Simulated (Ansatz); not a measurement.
Basis-set extrapolation for `[OH][Mg-]1[O]C=CC=[O+]1` (PBE0-D4/def2-TZVP geometry, frozen core, Ansatz 0.2.0). Multiplicity 1, RHF reference. For Mg the program correlates outer-core shells too, which these sets cover unevenly, so the extrapolated numbers aren't a true limit.

```csv
,def2-TZVPP,def2-QZVPP
HF,-540.398140,-540.424313
MP2 correlation,-1.369875,-1.500629
CCSD(T) correlation,-1.443260,not run
```

Energies in hartree. Use E(X) = E(∞) + A·exp(−7.88·√X) for Hartree–Fock and E(X) = E(∞) + B·X^(−2.97) for correlation, with X = 3 and 4, and add CCSD(T) minus MP2 of the smaller set to the MP2 limit.

Problem. What is the CCSD(T) energy at the basis-set limit?

Solution. HF limit: -540.424313 + (-0.026173) × 0.13774 = -540.42792. MP2 limit: -1.500629 + (-0.130754) × 0.74074 = -1.59748. Higher-order term: -1.443260 − (-1.369875) = -0.07339. Total: -542.09879 hartree, 7.00 eV below CCSD(T)/def2-TZVPP.
